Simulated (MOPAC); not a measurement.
Input for MOPAC: PM6 on CH5IS (a complex), monomers drawn apart or pushed together.

```
PM6 1SCF PRECISE CHARGE=0 THREADS=1
CH5IS

S     -0.14422109 1    -0.46618844 1    -0.68130623 1
H     -0.54897267 1    -1.74027228 1    -0.80640901 1
H     -0.89930460 1    -0.27559249 1     0.41601608 1
C      0.97589930 1    -1.29888732 1     4.14290758 1
I     -1.09421601 1    -0.91050011 1     4.61347981 1
H      1.19832962 1    -2.30425892 1     4.48107243 1
H      1.07691412 1    -1.20180429 1     3.06731495 1
H      1.56750040 1    -0.56074030 1     4.67181679 1
```

Program output:

```
*******************************************************************************
 **                                                                           **
 **                              MOPAC v23.2.5                                **
 **                                                                           **
 *******************************************************************************
 ** MOPAC's Digital Object Identifier: https://doi.org/10.5281/zenodo.6511958 **
 **                                                                           **
 ** Please cite the open-source release paper for use of this MOPAC version:  **
 ** J. E. Moussa and J. J. P. Stewart (2026)                                  **
 ** MOPAC: An open-source semiempirical molecular orbital program             **
 ** J. Open Source Softw., 11(119), 8025, https://doi.org/10.21105/joss.08025 **
 *******************************************************************************

                              PM6 CALCULATION RESULTS

 *******************************************************************************
 *  PM6        - The PM6 Hamiltonian to be used
 *
 *
 *
 *                 CHARGE ON SYSTEM = 0
 *
 *
 *
 *  PRECISE    - TIGHTER CRITERIA TO BE USED
 *  1SCF       - DO 1 SCF AND THEN STOP
 *  THREADS=1  - MULTI-THREADING NOT USED
 *  T=         - A TIME OF 172800.0 SECONDS REQUESTED
 *  DUMP=N     - RESTART FILE WRITTEN EVERY 7200.0 SECONDS REQUESTED
 *******************************************************************************
PM6 1SCF PRECISE CHARGE=0 THREADS=1
 CH5IS

   ATOM   CHEMICAL          X               Y               Z
  NUMBER   SYMBOL      (ANGSTROMS)     (ANGSTROMS)     (ANGSTROMS)

     1       S         -0.14422109  *  -0.46618844  *  -0.68130623  *
     2       H         -0.54897267  *  -1.74027228  *  -0.80640901  *
     3       H         -0.89930460  *  -0.27559249  *   0.41601608  *
     4       C          0.97589930  *  -1.29888732  *   4.14290758  *
     5       I         -1.09421601  *  -0.91050011  *   4.61347981  *
     6       H          1.19832962  *  -2.30425892  *   4.48107243  *
     7       H          1.07691412  *  -1.20180429  *   3.06731495  *
     8       H          1.56750040  *  -0.56074030  *   4.67181679  *



          CARTESIAN COORDINATES

    NO.       ATOM           X           Y           Z

     1         S         -0.1442     -0.4662     -0.6813
     2         H         -0.5490     -1.7403     -0.8064
     3         H         -0.8993     -0.2756      0.4160
     4         C          0.9759     -1.2989      4.1429
     5         I         -1.0942     -0.9105      4.6135
     6         H          1.1983     -2.3043      4.4811
     7         H          1.0769     -1.2018      3.0673
     8         H          1.5675     -0.5607      4.6718

 General Reference for PM6:
 "Optimization of Parameters for Semiempirical Methods V: Modification of NDDO Approximations
 and Application to 70 Elements", J. J. P. Stewart, J. Mol. Mod., 13, 1173-1213 (2007)
 URL: https://link.springer.com/article/10.1007/s00894-007-0233-4

           Empirical Formula: C H5 S I  =     8 atoms



      MOLECULAR POINT GROUP   :   C1


      RHF CALCULATION, NO. OF DOUBLY OCCUPIED LEVELS = 11


 -------------------------------------------------------------------------------
 PM6 1SCF PRECISE CHARGE=0 THREADS=1
 CH5IS



     1SCF WAS SPECIFIED, SO BFGS WAS NOT USED
     SCF FIELD WAS ACHIEVED


                              PM6 CALCULATION
                                                       MOPAC v23.2.5 Linux




          FINAL HEAT OF FORMATION =          5.49293 KCAL/MOL =      22.98240 KJ/MOL


          COSMO AREA              =        147.73 SQUARE ANGSTROMS
          COSMO VOLUME            =        128.31 CUBIC ANGSTROMS

          IONIZATION POTENTIAL    =          9.459941 EV
          HOMO LUMO ENERGIES (EV) =         -9.460 -0.982
          NO. OF FILLED LEVELS    =         11
          MOLECULAR WEIGHT        =        176.0150         POINT GROUP:  C1

          MOLECULAR DIMENSIONS (Angstroms)

            Atom       Atom       Distance
            H     8    H     2     5.99013
            S     1    I     5     3.09932
            H     6    H     3     2.81332


          SCF CALCULATIONS        =          1





   ATOM   CHEMICAL          X               Y               Z
  NUMBER   SYMBOL      (ANGSTROMS)     (ANGSTROMS)     (ANGSTROMS)

     1       S         -0.14422109  *  -0.46618844  *  -0.68130623  *
     2       H         -0.54897267  *  -1.74027228  *  -0.80640901  *
     3       H         -0.89930460  *  -0.27559249  *   0.41601608  *
     4       C          0.97589930  *  -1.29888732  *   4.14290758  *
     5       I         -1.09421601  *  -0.91050011  *   4.61347981  *
     6       H          1.19832962  *  -2.30425892  *   4.48107243  *
     7       H          1.07691412  *  -1.20180429  *   3.06731495  *
     8       H          1.56750040  *  -0.56074030  *   4.67181679  *

                             CARTESIAN COORDINATES

   1    S       -0.144221090    -0.466188440    -0.681306230
   2    H       -0.548972670    -1.740272280    -0.806409010
   3    H       -0.899304600    -0.275592490     0.416016080
   4    C        0.975899300    -1.298887320     4.142907580
   5    I       -1.094216010    -0.910500110     4.613479810
   6    H        1.198329620    -2.304258920     4.481072430
   7    H        1.076914120    -1.201804290     3.067314950
   8    H        1.567500400    -0.560740300     4.671816790


           Empirical Formula: C H5 S I  =     8 atoms



      MOLECULAR POINT GROUP   :   C1


                  EIGENVALUES
 -30.28018 -25.77162 -19.56574 -15.18670 -15.16590 -14.50200 -12.34140 -11.81262
 -10.01033  -9.98740  -9.45994  -0.98246   0.42916   1.23263   2.05168   2.16062
   2.18083   3.05780   3.81490   5.07341   5.07870   5.85662 110.34598 110.36408
 110.41423 110.80705 110.80744


              NET ATOMIC CHARGES AND DIPOLE CONTRIBUTIONS

  ATOM NO.   TYPE          CHARGE      No. of ELECS.   s-Pop       p-Pop       d-Pop
    1          S          -0.372010        6.3720     1.91915     4.31004     0.14282
    2          H           0.183126        0.8169     0.81687
    3          H           0.188833        0.8112     0.81117
    4          C          -0.482254        4.4823     1.09094     3.39131
    5          I          -0.088733        7.0887     1.98219     5.10206     0.00449
    6          H           0.189637        0.8104     0.81036
    7          H           0.190925        0.8091     0.80908
    8          H           0.190476        0.8095     0.80952
 DIPOLE           X         Y         Z       TOTAL
 POINT-CHG.     0.678    -1.265     0.491     1.517
 HYBRID        -0.366     0.239    -0.013     0.437
 SUM            0.313    -1.026     0.479     1.175


          ATOMIC ORBITAL ELECTRON POPULATIONS

     Atom    s        px        py        pz      x^2-y^2     xz        z^2       yz        xy
    1  S   1.91915   1.67308   1.20918   1.42779   0.03895   0.04604   0.03406   0.00342   0.02035
    2  H   0.81687
    3  H   0.81117
    4  C   1.09094   0.98286   1.20641   1.20204
    5  I   1.98219   1.17401   1.97058   1.95746   0.00193   0.00095   0.00069   0.00005   0.00086
    6  H   0.81036
    7  H   0.80908
    8  H   0.80952

 **********************
 *                    *
 * JOB ENDED NORMALLY *
 *                    *
 **********************




 == MOPAC DONE ==
```

The run finished.

Cost: around 0.04 core-seconds (rough).
